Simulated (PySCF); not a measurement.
Cl₃H₂NTi, SMILES [NH2][Ti]([Cl])([Cl])[Cl], multiplicity 1.

Geometry optimised at B3LYP-D3(BJ)/def2-SVP. The spin state was assumed, not searched. The isomer is the one that the SMILES or the coordinates give; other isomers of the formula were not compared. The values are those of a single conformer.

Level of theory: TDA-PBE0/def2-SVPD run with PySCF 2.14.0.

Vertical excitations. Isolated molecule, no solvent. State labels are in the subgroup Cs.

| state | symmetry | energy (eV) | λ (nm) | f | main pairs |
|---|---|---|---|---|---|
| S1 | A" | 3.47 | 357 | 0.004 | HOMO→LUMO 95 % |
| S2 | A' | 3.97 | 312 | 0.010 | HOMO→LUMO+1 90 % |
| S3 | A" | 4.15 | 299 | 0.000 | HOMO→LUMO+2 97 % |
| S4 | A' | 4.36 | 285 | 0.010 | HOMO−1→LUMO 90 % |
| S5 | A" | 4.63 | 268 | 0.007 | HOMO−1→LUMO+1 84 % |
| S6 | A' | 4.78 | 260 | 0.005 | HOMO−2→LUMO 86 % |
| S7 | A" | 4.79 | 259 | 0.002 | HOMO−3→LUMO 86 % |
| S8 | A' | 4.95 | 250 | 0.001 | HOMO−1→LUMO+2 55 %, HOMO→LUMO+4 31 % |
| S9 | A" | 4.99 | 249 | 0.001 | HOMO−2→LUMO+1 58 %, HOMO−4→LUMO 37 % |
| S10 | A' | 5.05 | 246 | 0.006 | HOMO→LUMO+4 48 %, HOMO−3→LUMO+1 29 %, HOMO→LUMO+3 11 % |
| T1 | A" | 3.32 | 374 | 0 | HOMO→LUMO 95 % |
| T2 | A' | 3.39 | 366 | 0 | HOMO→LUMO+1 72 %, HOMO→LUMO+3 17 % |
| T3 | A" | 4.03 | 308 | 0 | HOMO→LUMO+2 95 % |
| T4 | A' | 4.09 | 303 | 0 | HOMO−1→LUMO 87 % |
Triplets are in the Tamm–Dancoff approximation.
